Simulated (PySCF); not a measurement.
# Basis-set dependence of population analyses: `[SiH3]O[SiH2]C#[C][GeH3]`

Compound: C2H8GeOSi2.
Geometry (PBE0-D3(BJ)/def2-SVP, Å), atoms numbered from 1 in this order:
```xyz
14
C2H8GeOSi2 angstrom
Si    -2.9534    0.2750    0.2884
O     -2.2263    0.7019   -1.1427
Si    -0.8196    1.2432   -1.8219
C      0.5977    0.8131   -0.7366
C      1.5288    0.5062   -0.0033
Ge     2.9617    0.0214    1.1531
H     -2.0534   -0.6086    1.0877
H     -4.2130   -0.4520   -0.0338
H     -3.2755    1.4955    1.0868
H     -0.8669    2.7232   -1.9832
H     -0.6391    0.5875   -3.1443
H      2.3881   -0.2274    2.5551
H      3.6207   -1.2546    0.6112
H      3.9767    1.1723    1.1874
```

PBE0 throughout (PySCF), one geometry, spherical d and f functions. Isolated species at its PBE0-D3(BJ)/def2-SVP geometry (one conformer only). The calculation is non-relativistic, for germanium too. Atoms taken as equivalent share a column and are averaged. The first 7 of 9 kinds of atom are listed.

Mulliken charges (e):

| basis | functions | Si1 | O2 | Si3 | C4 | C5 | Ge6 | H7/H8/H9 |
| --- | --- | --- | --- | --- | --- | --- | --- | --- |
| STO-3G | 59 | +0.663 | -0.532 | +0.764 | -0.274 | -0.220 | +0.418 | -0.128 |
| 6-31G | 96 | +0.857 | -0.963 | +1.027 | -0.344 | -0.232 | +0.396 | -0.123 |
| 6-31G* | 126 | +0.595 | -0.675 | +0.644 | -0.148 | +0.020 | -0.157 | -0.084 |
| cc-pVDZ | 145 | +0.448 | -0.514 | +0.528 | -0.133 | -0.153 | +0.240 | -0.062 |
| def2-SVP | 150 | +0.581 | -0.585 | +0.701 | -0.227 | -0.187 | +0.320 | -0.094 |
| def2-TZVP | 263 | +0.289 | -0.396 | +0.420 | -0.376 | +0.018 | +0.108 | -0.028 |

IAO charges (e):

| basis | functions | Si1 | O2 | Si3 | C4 | C5 | Ge6 | H7/H8/H9 |
| --- | --- | --- | --- | --- | --- | --- | --- | --- |
| STO-3G | 59 | +0.775 | -0.705 | +0.897 | -0.322 | -0.313 | +0.690 | -0.137 |
| 6-31G | 96 | +0.700 | -0.799 | +0.871 | -0.319 | -0.248 | +0.448 | -0.098 |
| 6-31G* | 126 | +0.838 | -0.857 | +1.000 | -0.347 | -0.253 | +0.471 | -0.135 |
| cc-pVDZ | 145 | +0.828 | -0.853 | +0.991 | -0.344 | -0.260 | +0.502 | -0.132 |
| def2-SVP | 150 | +0.846 | -0.852 | +1.003 | -0.344 | -0.255 | +0.508 | -0.138 |
| def2-TZVP | 263 | +0.875 | -0.885 | +1.040 | -0.357 | -0.265 | +0.519 | -0.142 |

Task: Which scheme is steadiest as the basis changes?

Result: Largest range over the bases for any column: IAO 0.24 e, Mulliken 0.61 e. IAO charges move least and Mulliken charges most, counted in e. Without the minimal STO-3G basis the ranges are IAO 0.18, Mulliken 0.61 e.

Task: How much do the charges still move between the two largest bases, def2-SVP and def2-TZVP?

Result: At most, over all atoms: Mulliken 0.292 e, IAO 0.037 e.

Task: What do the same runs give for the total energy, the frontier levels and the dipole moment?

Result: 
```json
{"basis": "STO-3G", "energy (Eh)": "-2778.9616", "HOMO (eV)": "-4.08", "LUMO (eV)": "4.40", "μ (D)": "0.78"}
{"basis": "6-31G", "energy (Eh)": "-2811.0222", "HOMO (eV)": "-7.91", "LUMO (eV)": "-0.56", "μ (D)": "1.65"}
{"basis": "6-31G*", "energy (Eh)": "-2811.2228", "HOMO (eV)": "-7.85", "LUMO (eV)": "-0.60", "μ (D)": "1.28"}
{"basis": "cc-pVDZ", "energy (Eh)": "-2811.5125", "HOMO (eV)": "-7.95", "LUMO (eV)": "-0.70", "μ (D)": "1.19"}
{"basis": "def2-SVP", "energy (Eh)": "-2810.9927", "HOMO (eV)": "-8.04", "LUMO (eV)": "-0.75", "μ (D)": "1.23"}
{"basis": "def2-TZVP", "energy (Eh)": "-2811.6446", "HOMO (eV)": "-8.08", "LUMO (eV)": "-0.93", "μ (D)": "1.14"}
```

The dipole is fixed by the density alone, so its range of 0.87 D shows that the density itself changes with the basis, not only its division among atoms.
